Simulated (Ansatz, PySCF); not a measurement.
Gas-phase reaction in SMILES: S[Si](S)(Cl)Cl [dichloro-bis(sulfanyl)silane] -> [S][Si](S)(Cl)Cl + H atom (the H-S bond at the site shown breaks; other sites are not compared here)
Structures are relaxed separately at B3LYP-D3(BJ)/def2-TZVP in Ansatz (an electronic-structure program), one conformer each, not searched for the lowest. Frequencies are from Ansatz or PySCF.
Geometry of the first species:
SMILES: Cl[Si](S)(S)Cl
```xyz
7

S      1.8872     0.0742    -0.9528
Si    -0.0040     0.0035     0.0024
S     -1.1892    -1.4799    -0.9477
Cl     0.1202    -0.4107     2.0125
Cl    -0.7777     1.8926    -0.1880
H      2.1641    -1.2148    -0.6822
H     -2.0997    -1.5372     0.0415
```

Wanted: bond dissociation energy (enthalpy at 298 K, with B3LYP-D3(BJ) rigid-rotor harmonic-oscillator terms), in kcal/mol. Correlated levels leave the core frozen unless marked. UHF or UKS for open shells. Spin-orbit coupling is left out. No relativistic terms. CBS(X,Y): correlation extrapolated as X^-3; Hartree-Fock from the larger set.

CCSD(T)/CBS(cc-pV(T+d)Z,cc-pV(Q+d)Z) (Ansatz) gives 90.5 kcal/mol.

Q: Another calculation gave 86.5 kcal/mol. Which level was it?
(A) LC-wPBE/def2-TZVPD (Ansatz)
(B) SVWN5/def2-TZVPD (Ansatz)
(C) BLYP/def2-TZVPD (Ansatz)
(D) wB97M-V/def2-TZVPD (Ansatz)

A: A, LC-wPBE/def2-TZVPD (Ansatz). The others give 93.8 (SVWN5), 81.7 (BLYP), 89.6 (wB97M-V) kcal/mol.
